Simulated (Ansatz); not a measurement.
Ansatz (a program for electronic structure) input (HF/6-31G*):

Ansatz 0.2 input:
```yaml
crystal:
  periodic: [false, false, false]
  atoms:
    - {symbol: C, position_ang: [-0.10139100, -2.24027700, 0.39965800]}
    - {symbol: Si, position_ang: [0.59480600, -0.85719400, -0.70987500]}
    - {symbol: C, position_ang: [2.29567300, -0.41152000, 0.02579900]}
    - {symbol: Si, position_ang: [-0.75409200, 1.08338000, -0.97297900]}
    - {symbol: Cl, position_ang: [-0.99804100, 1.32285000, 1.28047500]}
    - {symbol: H, position_ang: [0.62413300, -3.03934100, 0.58545600]}
    - {symbol: H, position_ang: [-0.39786800, -1.80776100, 1.35807200]}
    - {symbol: H, position_ang: [-0.99257800, -2.68015900, -0.05403500]}
    - {symbol: H, position_ang: [0.90403300, -1.52339100, -2.03076700]}
    - {symbol: H, position_ang: [2.82737800, 0.28761100, -0.62456800]}
    - {symbol: H, position_ang: [2.14857200, 0.08199900, 0.99000500]}
    - {symbol: H, position_ang: [2.93026800, -1.28949700, 0.18042000]}
    - {symbol: H, position_ang: [-2.01292300, 0.22627000, -1.16544700]}
basis:
  gaussian:
    orbitals: 6-31G*
hamiltonian:
  xc: {name: HF}
total_charge: -1
relax: {f_tol: 0.003, max_steps: 120}
```

From the output:

```
integrals: 0.05 GiB planned
1143 factors; integrals over basis functions are off by at most 5.5e-4 eV
mean field: 0.40 GiB planned
mean field -30415.88392167 eV, -1117.7631174948 hartree, gradient 6.4e-5 eV, S^2 0.000000; 0 other end points of the search recorded, 0 dependent functions left out
the calculation of the forces begins
reference -30415.88392167 eV, -1117.7631174948 hartree; 33, 33 occupied and 70, 70 virtual orbitals, 1143 factors
relax step   8: F+E_penalty+E_count = -30415.88392167 eV  Δ(F+E_penalty+E_count) = +1.555e-1 eV  max|allowed force component| = 1.146e0 eV/Å  Δτ_max = 0.0793 Å  (33 SCF iters, rejected (line search))
these checks for a lower state are left out or cut short: starts, cluster_reference, orbital_swaps, neighbouring_geometries, increment
integrals: 0.05 GiB planned
1143 factors; integrals over basis functions are off by at most 5.6e-4 eV
mean field: 0.40 GiB planned
mean field evaluation 64: about -30416.0395 eV, gradient 1.9e-5 eV
mean field -30416.03947188 eV, -1117.7688338596 hartree, gradient 1.9e-5 eV, S^2 0.000000; 0 other end points of the search recorded, 0 dependent functions left out
the calculation of the forces begins
reference -30416.03947188 eV, -1117.7688338596 hartree; 33, 33 occupied and 70, 70 virtual orbitals, 1143 factors
relax step   9: F+E_penalty+E_count = -30416.03947188 eV  Δ(F+E_penalty+E_count) = -9.859e-5 eV  max|allowed force component| = 2.923e-3 eV/Å  Δτ_max = 0.0094 Å  (25 SCF iters, accepted)
these checks for a lower state are left out or cut short: starts, cluster_reference, orbital_swaps, neighbouring_geometries, increment
integrals: 0.05 GiB planned
1143 factors; integrals over basis functions are off by at most 5.6e-4 eV
mean field: 0.40 GiB planned
mean field -30416.03946938 eV, -1117.7688337679 hartree, gradient 1.5e-5 eV, S^2 0.000000; 0 other end points of the search recorded, 0 dependent functions left out
the calculation of the forces begins
reference -30416.03946938 eV, -1117.7688337679 hartree; 33, 33 occupied and 70, 70 virtual orbitals, 1143 factors
relax step  10: F+E_penalty+E_count = -30416.03946938 eV  Δ(F+E_penalty+E_count) = +2.496e-6 eV  max|allowed force component| = 1.306e-2 eV/Å  Δτ_max = 0.0174 Å  (27 SCF iters, rejected (line search))
these checks for a lower state are left out or cut short: starts, cluster_reference, orbital_swaps, neighbouring_geometries, increment
integrals: 0.05 GiB planned
1143 factors; integrals over basis functions are off by at most 5.6e-4 eV
mean field: 0.40 GiB planned
mean field -30416.03950009 eV, -1117.7688348963 hartree, gradient 2.3e-5 eV, S^2 0.000000; 0 other end points of the search recorded, 0 dependent functions left out
the calculation of the forces begins
reference -30416.03950009 eV, -1117.7688348963 hartree; 33, 33 occupied and 70, 70 virtual orbitals, 1143 factors
relax step  11: F+E_penalty+E_count = -30416.03950009 eV  Δ(F+E_penalty+E_count) = -2.821e-5 eV  max|allowed force component| = 3.145e-3 eV/Å  Δτ_max = 0.0087 Å  (25 SCF iters, accepted)
these checks for a lower state are left out or cut short: starts, cluster_reference, orbital_swaps, neighbouring_geometries, increment
integrals: 0.05 GiB planned
1143 factors; integrals over basis functions are off by at most 5.7e-4 eV
mean field: 0.40 GiB planned
mean field -30416.03673107 eV, -1117.7687331366 hartree, gradient 8.3e-6 eV, S^2 0.000000; 0 other end points of the search recorded, 0 dependent functions left out
the calculation of the forces begins
reference -30416.03673107 eV, -1117.7687331366 hartree; 33, 33 occupied and 70, 70 virtual orbitals, 1143 factors
relax step  12: F+E_penalty+E_count = -30416.03673107 eV  Δ(F+E_penalty+E_count) = +2.769e-3 eV  max|allowed force component| = 1.508e-1 eV/Å  Δτ_max = 0.0115 Å  (27 SCF iters, rejected (line search))
these checks for a lower state are left out or cut short: starts, cluster_reference, orbital_swaps, neighbouring_geometries, increment
integrals: 0.05 GiB planned
1143 factors; integrals over basis functions are off by at most 5.6e-4 eV
mean field: 0.40 GiB planned
mean field -30416.03950538 eV, -1117.7688350905 hartree, gradient 8.4e-5 eV, S^2 0.000000; 0 other end points of the search recorded, 0 dependent functions left out
the calculation of the forces begins
reference -30416.03950538 eV, -1117.7688350905 hartree; 33, 33 occupied and 70, 70 virtual orbitals, 1143 factors
relax step  13: F+E_penalty+E_count = -30416.03950538 eV  Δ(F+E_penalty+E_count) = -5.284e-6 eV  max|allowed force component| = 9.908e-4 eV/Å  Δτ_max = 0.0021 Å  (21 SCF iters, accepted)
integrals: 0.05 GiB planned
1143 factors; integrals over basis functions are off by at most 5.6e-4 eV
mean field: 0.40 GiB planned
mean field evaluation 96: about -30416.0382 eV, gradient 3.9e-1 eV
mean field -30416.03950538 eV, -1117.7688350905 hartree, gradient 8.4e-5 eV, S^2 0.000000; 1 other end points of the search recorded, 0 dependent functions left out
the calculation of the forces begins
reference -30416.03950538 eV, -1117.7688350905 hartree; 33, 33 occupied and 70, 70 virtual orbitals, 1143 factors
Total energy: -30416.03950538 eV, -1117.7688350905 hartree
Atom 0 at    -0.088436    -2.263434     0.416522 Å, force     0.000026     0.000117    -0.000252 eV/Å
Atom 1 at     0.598696    -0.849224    -0.676350 Å, force     0.000294     0.000991     0.000265 eV/Å
Atom 2 at     2.328329    -0.423565     0.029787 Å, force     0.000148    -0.000398    -0.000172 eV/Å
Atom 3 at    -0.771924     1.083543    -0.984551 Å, force    -0.000107    -0.000326    -0.000250 eV/Å
Atom 4 at    -1.162173     1.442163     1.245041 Å, force    -0.000033     0.000095     0.000230 eV/Å
Atom 5 at     0.624042    -3.079798     0.532526 Å, force    -0.000038    -0.000161     0.000093 eV/Å
Atom 6 at    -0.335305    -1.886708     1.405473 Å, force     0.000120    -0.000049     0.000231 eV/Å
Atom 7 at    -1.000654    -2.672704    -0.010948 Å, force     0.000210    -0.000000    -0.000020 eV/Å
Atom 8 at     0.877972    -1.491308    -2.011018 Å, force    -0.000174    -0.000181     0.000232 eV/Å
Atom 9 at     2.848583     0.283332    -0.612533 Å, force     0.000017     0.000009     0.000018 eV/Å
Atom 10 at     2.232352     0.038790     1.009469 Å, force    -0.000267    -0.000274     0.000109 eV/Å
Atom 11 at     2.958636    -1.305331     0.136418 Å, force     0.000098     0.000046    -0.000145 eV/Å
Atom 12 at    -2.042149     0.277213    -1.217622 Å, force    -0.000293     0.000130    -0.000337 eV/Å
Dipole moment:     0.585683    -0.858937     0.146006 e Å
```

The dipole moment of an ion depends on the origin.

The geometry given is a B3LYP-D3(BJ)/def2-TZVP minimum.
